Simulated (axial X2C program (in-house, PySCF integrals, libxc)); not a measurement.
Spin–orbit effects down a group: molecules with In (ions), PBE0

Calculated with an in-house relativistic program for diatomic molecules, spin-free (one-electron X2C) or two-component (2c: spin–orbit coupling with atomic mean-field Coulomb and Gaunt terms, which also bring small scalar terms), in Dyall basis sets with cores contracted in-house; open shells are unrestricted.

Basis sets: In dyall-acv3z, O dyall-av3z, S dyall-av3z, Se dyall-acv3z.

| molecule | spin-free state | Re (Å) | ωe (cm⁻¹) | De (eV) | 2c state | Re 2c (Å) | ωe 2c (cm⁻¹) | De 2c (eV) |
| --- | --- | --- | --- | --- | --- | --- | --- | --- |
| InO⁻ | M_S = 0, Λ = 0 | 1.911 | 698.8 | 4.18 | Ω = 0 | 1.911 | 698.3 | n/a |
| InS⁻ | M_S = 0, Λ = 0 | 2.320 | 390.4 | 3.76 | Ω = 0 | 2.320 | 390.2 | n/a |
| InSe⁻ | M_S = 0, Λ = 0 | 2.442 | 263.1 | 3.53 | Ω = 0 | 2.443 | 262.4 | n/a |

(1) Work out the shifts from the spin-free to the two-component result.

Fragments in 2c: In + O-, In + S-, In + Se-. Each entry is the lowest single determinant of a limited PBE0 search at one distance. De goes to single-determinant-based atoms at the same level (for ions the charge split of lowest energy) and is withheld (n/a) where an atom does not fit its ground term or J level. Main or longest-lived isotopes. The functionals have no current term, which raises determinants with orbital currents.

## Answers

(1) 

| molecule | 2c state | ΔRe (Å) | Δωe (cm⁻¹) | ΔDe (eV) |
| --- | --- | --- | --- | --- |
| InO⁻ | Ω = 0 | 0.000 | -0.5 | n/a |
| InS⁻ | Ω = 0 | 0.000 | -0.2 | n/a |
| InSe⁻ | Ω = 0 | 0.001 | -0.7 | n/a |

Shifts of one unit in the last digit are rounding.
